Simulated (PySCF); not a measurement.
Te(OMe)2 (C₂H₆O₂Te), SMILES [Te](OC)OC.

The structure is a stationary point at PBE0-D3(BJ)/def2-SVP. The def2 effective core potentials stand for the cores of Te; spin–orbit coupling is left out. Other conformers were not sampled.

Two levels are set side by side: TDA-PBE/def2-SVPD (PySCF) and TDA-M06-2X/def2-SVPD (PySCF). Vertical, same geometry. The lowest singlet is HOMO→LUMO 99 % with PBE and HOMO→LUMO 95 % with the other functional; states are paired by order. Differences are taken from unrounded values.

```
quantity                               TDA-M06-2X
-------------------------------------  ----------
lowest singlet excitation (eV)               3.00
lowest triplet excitation (TDA) (eV)         2.28
first bright state (f over 0.05) (eV)        5.84
its oscillator strength                      0.13
```

Problem. What does TDA-PBE give, and how far is it from TDA-M06-2X? (The exact figures need the calculation; the answer reports its results.)

Solution. 
| quantity | TDA-PBE | TDA-PBE minus TDA-M06-2X |
|---|---|---|
| lowest singlet excitation (eV) | 2.81 | -0.18 |
| lowest triplet excitation (TDA) (eV) | 2.11 | -0.16 |
| first bright state (f over 0.05) (eV) | 5.07 | -0.76 |
| its oscillator strength | 0.09 | -0.03 |

Functionals without exact exchange tend to place singlet excitations lower, as here. Differences between two approximate levels are no errors against the true value.

Rough cost on one machine, each run with all the roots and properties that it gave: TDA-M06-2X against TDA-PBE about 8 times.
